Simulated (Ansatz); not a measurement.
Basis sets compared for BiIO (the lowest singlet isomer of a short search). Total charge 0; singlet. Geometry B3LYP-D4/def2-TZVP. Ansatz on 4 threads of AMD EPYC 9B14 on a shared host; times are rough, and most runs start from earlier orbitals.

```tsv
atom	x (Å)	y (Å)	z (Å)
Bi1	-0.311	-0.839	-0.449
O2	1.202	-0.049	-1.290
I3	-0.891	0.888	1.739
```

In the def2 sets Bi, I take a core potential; there is no spin–orbit coupling. The structure comes from a short search, and lower isomers may exist.

Binding counts from free atoms (Bi quartet, O triplet, I doublet) in the same basis, without a counterpoise term.

```csv
level,functions,energy (Eh),HOMO (eV),LUMO (eV),binding per atom (eV),wall time
PBE-D4/def2-SVP,66,-587.4512,-6.23,-4.21,2.26,0.35 s
PBE-D4/def2-TZVP (with forces),131,-587.5771,-6.38,-4.35,2.40,0.7 s
r2SCAN-D4/def2-TZVP,131,-587.8032,-6.68,-4.37,2.10,1.2 s
PBE0-D4/def2-SVP,66,-587.4266,-7.48,-3.65,1.85,0.6 s
PBE0-D4/def2-TZVP,131,-587.5520,-7.60,-3.75,2.02,0.85 s
```

Question: Estimate the rows for PBE-D4/def2-TZVPD, r2SCAN-D4/def2-TZVPD, PBE0-D4/def2-TZVPD.

Answer: 
```csv
level,functions,energy (Eh),HOMO (eV),LUMO (eV),binding per atom (eV),wall time
PBE-D4/def2-TZVPD,155,-587.5794,-6.45,-4.42,2.41,0.9 s
r2SCAN-D4/def2-TZVPD,155,-587.8051,-6.73,-4.41,2.11,1.5 s
PBE0-D4/def2-TZVPD,155,-587.5541,-7.65,-3.82,2.03,1.1 s
```
